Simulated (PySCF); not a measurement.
# Iron: a sound run and one with changed settings

Sound run: Fe [Ar] 3d6 4s2, Fe⁺ [Ar] 3d6 4s1. Calculation: PySCF 2.14, in Sapporo-DKH3-DZP-2012 (6s4p3d1f, 40 functions); scalar relativity by spin-free X2C-1e. In the sound run the correlated levels freeze [Ar]. The sound run starts from symmetry-adapted Hartree-Fock orbitals and uses a fine grid where one is needed.

Changed run: initial guess minao, at most 50 SCF cycles.

| species | method | sound run (hartree) | changed run (hartree) | converged |
| --- | --- | --- | --- | --- |
| Fe | UHF | -1271.31688 | -1271.24030 | yes |
| Fe | LDA | -1270.04032 | -1270.04845 | yes |
| Fe | r2SCAN | -1272.55748 | -1272.55748 | yes |
| Fe⁺ | UHF | -1271.07925 | -1271.07925 | yes |
| Fe⁺ | LDA | -1269.73873 | -1269.73873 | yes |
| Fe⁺ | r2SCAN | -1272.27147 | -1272.27147 | yes |
| Fe⁺ | MP2 | -1271.19314 | -1271.19314 | yes |

The plain start fixes occupations by D2h representation alone, and Fe at UHF, Fe at LDA landed in another state (other ⟨L²⟩ or ⟨S²⟩).
